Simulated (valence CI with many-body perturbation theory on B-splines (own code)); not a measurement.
Ho LV: key properties

Method: valence CI with perturbative core correlation (CI+MBPT): three valence electrons over a frozen Dirac-Fock core [Ne], a basis of 11 s, 11 p, 10 d, 8 f, 5 g, 2 h functions for each j, with the one-electron correlation potential Σ1 (screened to all orders), the two-electron term Σ2, the three-electron term Σ3, Breit, model QED; selected single and double excitations, second order for the rest, scaled by the run's own slope (own B-spline code, finite nucleus).

No measured spectrum was set against this ion. As an estimate, large intervals hold to a few tenths of a per cent, small ones and those within an open d or f shell to about a per cent.

Levels are named by their leading jj configuration (3d3/2^4 stands for four electrons in 3d with j = 3/2), which in mixed levels can hold well under half, so a name can repeat and another be missing.

Rates and lifetimes use the calculated energies. Strong lines usually hold to 10 to 20 %, long lifetimes can be off by a factor of two.

(1) What is the ground level?

(2) How well does LS coupling describe the low levels?

(3) Among levels below 2569.7 eV, which E1 lines absorb most strongly from the ground level?

(4) Name the longest-lived excited levels whose lifetime is computed, and their main decay.

(5) What is the ionisation energy?

(6) Where does the other parity begin?

Results:

(1) (3s^2 3p1/2) J=1/2, composition 100 % 3s2 3p 2P°, g = 0.651.

(2) Among the lowest 20 levels the leading LS term, summed over configurations, holds 66 % on average. For single configurations the figures are 63 % in LS and 93 % in jj coupling. Terms mix most in the J = 3/2 level at 572.7 eV, where the leading one holds 37 %.

(3) to (3s^2 3d3/2) J=3/2 at 2.868 nm, f = 0.412; to (3s 3p1/2 4p1/2) J=3/2 at 0.4879 nm, f = 0.254; to (3s 3p1/2 3p3/2) J=1/2 at 3.199 nm, f = 0.194.

(4) (3s 3p3/2 3d5/2) J=9/2 at 806.6 eV lives 19.8 ns, mostly by M1 to (3s 3p1/2 3d5/2) J=7/2; (3s^2 3p3/2) J=3/2 at 227.0 eV lives 11.0 ns, mostly by M1 to (3s^2 3p1/2) J=1/2.

(5) 5259.3 eV; NIST lists 5258 ± 5 eV (theoretical).

(6) At (3s 3p1/2^2) J=1/2, 142.7 eV.
